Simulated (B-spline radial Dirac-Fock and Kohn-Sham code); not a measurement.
The Au atom: differential elastic cross section for electrons at 200 eV

Method: relativistic (Dirac) partial waves in the static field of the Dirac-Fock atom with Furness-McCarthy exchange, without polarisation or absorption potentials. Computed with a radial B-spline solver. Below a few hundred eV the neglected polarisation potential matters, most of all at small angles.

The run's input, task.json:

```json
{"items": [{
  "Z": 79,
  "q": 0,
  "cfg": [[1, 0, 2], [2, 0, 2], [2, 1, 6], [3, 0, 2], [3, 1, 6], [3, 2, 10], [4, 0, 2], [4, 1, 6], [4, 2, 10], [4, 3, 14], [5, 0, 2], [5, 1, 6], [5, 2, 10], [6, 0, 1]],
  "A": 197,
  "rrms": 5.4371,
  "do": "elastic",
  "energies": [[200, 0]],
  "theta": [0, 1, 2, 3, 5, 7, 10, 15, 20, 25, 30, 40, 50, 60, 70, 80, 90, 100, 110, 120, 130, 140, 150, 160, 170, 180]
}]}
```

Run with: `python xray2_run.py task.json out`

| θ (°) | dσ/dΩ (a₀²/sr) | Sherman function |
| --- | --- | --- |
| 0 | 88.0 | 0.000 |
| 1 | 87.6 | 0.001 |
| 2 | 86.2 | 0.001 |
| 3 | 84.0 | 0.002 |
| 5 | 77.3 | 0.003 |
| 7 | 68.7 | 0.005 |
| 10 | 54.3 | 0.007 |
| 15 | 32.4 | 0.014 |
| 20 | 17.1 | 0.023 |
| 25 | 7.72 | 0.036 |
| 30 | 2.77 | 0.050 |
| 40 | 0.376 | -0.235 |
| 50 | 1.24 | -0.123 |
| 60 | 1.37 | -0.067 |
| 70 | 0.641 | -0.023 |
| 80 | 0.0944 | 0.169 |
| 90 | 0.0177 | 0.156 |
| 100 | 0.0635 | -0.319 |
| 110 | 0.0659 | -0.437 |
| 120 | 0.111 | -0.199 |
| 130 | 0.166 | -0.072 |
| 140 | 0.110 | -0.072 |
| 150 | 0.0303 | -0.330 |
| 160 | 0.158 | -0.076 |
| 170 | 0.473 | -0.018 |
| 180 | 0.648 | 0.000 |

Q: What integrated cross sections go with this distribution?

A: The total elastic cross section is 23.8 a₀², the first transport cross section 3.41 a₀² and the second, weighted with (3/2) sin²θ, 6.25 a₀². The mean deflection is ⟨1 − cos θ⟩ = 0.143, and 2.7 % of the collisions scatter beyond 90°.

On this grid of angles the cross section has minima near 40°, 90°, 150°, from interference among the few low partial waves with large phase shifts.

Phase shifts modulo π (rad) for κ = −1 to −5: 0.151, 0.936, 1.446, 1.427, 1.333.
